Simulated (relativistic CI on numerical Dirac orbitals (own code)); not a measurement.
# Radial parameters of Re LVII

Computed by Dirac-Coulomb-Breit CI, separate exchange-only KLI orbitals for each configuration, model QED (radiative potential, 1s self-energy scaled to tabulated hydrogen-like ionisation energies), unscaled Slater integrals (own radial code, finite nucleus).

Slater integrals F^k, G^k are unscaled and averaged over j, outside the closed core [Ne]; ζ comes from projecting the Hamiltonian with its Breit term on Σ l·s of the shell.

- 3s²3p⁶3d: ζ(3d) = 265370 cm⁻¹; <r>(3d) = 0.1621, <r^2>(3d) = 0.03036 (bohr units).
- 3s²3p⁵3d²: ζ(3p) = 1.9554e+06, F^2(3d,3d) = 632280, F^4(3d,3d) = 409190, F^2(3p,3d) = 541100, G^1(3p,3d) = 566050, G^3(3p,3d) = 380890, ζ(3d) = 263360 cm⁻¹; <r>(3p) = 0.1823, <r^2>(3p) = 0.03851, <r>(3d) = 0.1623, <r^2>(3d) = 0.03043 (bohr units).
- 3s3p⁶3d²: F^2(3d,3d) = 631940, F^4(3d,3d) = 408970, G^2(3s,3d) = 436330, ζ(3d) = 264420 cm⁻¹; <r>(3s) = 0.1851, <r^2>(3s) = 0.03919, <r>(3d) = 0.1624, <r^2>(3d) = 0.03046 (bohr units).

Task: Give the Racah parameters of the d shell in 3s²3p⁵3d².

Result: B = F²/49 − 5F⁴/441 = 8264 cm⁻¹ and C = 35F⁴/441 = 32476 cm⁻¹.

Averages of the first 10 configurations, taken without configuration mixing, which lowers the lowest level and can move excited configurations by several eV; other configurations of the list can lie among them:

```
Configuration  Parity  States  Average energy above the lowest level (eV)
     3s²3p⁶3d    even      10                                        50.1
    3s²3p⁵3d²     odd     270                                       496.5
     3s3p⁶3d²    even      90                                       964.7
     3s²3p⁶4s    even       2                                      2204.1
     3s²3p⁶4p     odd       6                                      2383.1
     3s²3p⁶4d    even      10                                      2566.3
   3s²3p⁵3d4s     odd     120                                      2639.3
     3s²3p⁶4f     odd      14                                      2690.7
   3s²3p⁵3d4p    even     360                                      2818.7
       3p⁶3d³    even     120                                      1891.4
```
